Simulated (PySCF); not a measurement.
BClH, SMILES [BH]Cl, multiplicity 2.

Geometry: PBE0-D3(BJ)/def2-TZVPD. The isomer is the one that the SMILES or the coordinates give; other isomers of the formula were not compared.

Calculation: PySCF with TDA-ωB97X/def2-TZVPD.

Vertical excitations. Isolated molecule, no solvent.

Computed lowest excited states:
```tsv
state	energy (eV)	λ (nm)	f	main pairs
root 1	1.76	703	0.005	α HOMO→LUMO 97 %
root 2	5.72	217	0.022	α HOMO→LUMO+1 82 %
root 3	6.18	201	0.022	α HOMO→LUMO+2 52 %, α HOMO→LUMO+5 28 %, α HOMO→LUMO+9 12 %
root 4	6.41	193	0.014	α HOMO−2→LUMO 25 %, β HOMO→LUMO 69 %
root 5	6.44	193	0.000	α HOMO−1→LUMO 59 %, β HOMO→LUMO+1 30 %
root 6	6.70	185	0.015	α HOMO−2→LUMO 40 %, β HOMO−1→LUMO+1 33 %, β HOMO→LUMO 17 %
root 7	6.73	184	0.000	β HOMO−1→LUMO 73 %, β HOMO→LUMO+1 19 %
root 8	6.86	181	0.054	α HOMO→LUMO+3 87 %
root 9	6.97	178	0.023	α HOMO−1→LUMO 28 %, α HOMO→LUMO+4 14 %, β HOMO→LUMO+1 38 %, β HOMO−1→LUMO 17 %
root 10	7.02	177	0.004	α HOMO→LUMO+4 77 %, β HOMO→LUMO+1 6 %, β HOMO−1→LUMO 5 %
```
Unrestricted roots are not spin-pure.
